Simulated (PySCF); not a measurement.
# How the method changes the shape and vibrations of B2H4N anion

All numbers below are calculated, not measured. The program is PySCF 2.14.0, an open-source quantum chemistry code, run on an isolated molecule that a program drew, which may never have been made. The molecule is B2H4N anion (charge -1, singlet), drawn as the SMILES string `[BH3-]B=N`.

The geometry was optimised and harmonic frequencies were computed with HF and MP2, all in the aug-cc-pVDZ basis, for the commonest isotopes, with a restricted reference for singlets and an unrestricted one otherwise, and a frozen core in MP2. Each result is a local minimum of its method.

Geometry at the HF minimum:
```xyz
7
B2H4N anion, angstrom
B     0.7876   -0.6518    0.9095
B     0.8766    0.7231   -0.1183
N     0.9418    1.7293   -0.8702
H     0.3195   -0.3149    2.0084
H     1.9253   -1.1212    1.0687
H     0.0539   -1.5074    0.3899
H     0.9925    2.5130   -1.4576
```

Lengths of the bonds as drawn, in Å (atoms numbered as above):
| bond | HF | MP2 |
|---|---|---|
| B1-B2 | 1.719 | 1.708 |
| B2-N3 | 1.258 | 1.285 |
| B1-H4 | 1.241 | 1.239 |
| B1-H5 | 1.241 | 1.239 |
| B1-H6 | 1.241 | 1.239 |
| N3-H7 | 0.981 | 0.999 |

Rotational constants, in GHz:
```
constant     HF    MP2
       A    122  122.2
       B  6.758  6.689
       C  6.758  6.689
```

Harmonic frequencies in cm^-1, each column in rising order, so a row needn't be the same motion in every method:
| rank | HF | MP2 |
|---|---|---|
| 1 | 209 | 133 |
| 2 | 209 | 134 |
| 3 | 325 | 297 |
| 4 | 325 | 297 |
| 5 | 651 | 656 |
| 6 | 822 | 760 |
| 7 | 822 | 760 |
| 8 | 1172 | 1085 |
| 9 | 1227 | 1159 |
| 10 | 1227 | 1159 |
| 11 | 1894 | ? |
| 12 | 2322 | 2350 |
| 13 | 2323 | 2370 |
| 14 | 2351 | 2370 |
| 15 | 4119 | 3873 |

**Estimate the missing MP2 frequency from the HF column.**

A single factor s that minimises the squared misfit of MP2 against s times HF over the other rows is sum(HF x MP2) / sum(HF^2) = 0.9695, with an rms misfit of 68 cm^-1. For rank 11 it gives 0.9695 x 1894 = 1836 cm^-1. The calculation gives 1760 cm^-1, 76 cm^-1 below the estimate. The drawn bonds are on average 0.5 % longer in MP2 than in HF.
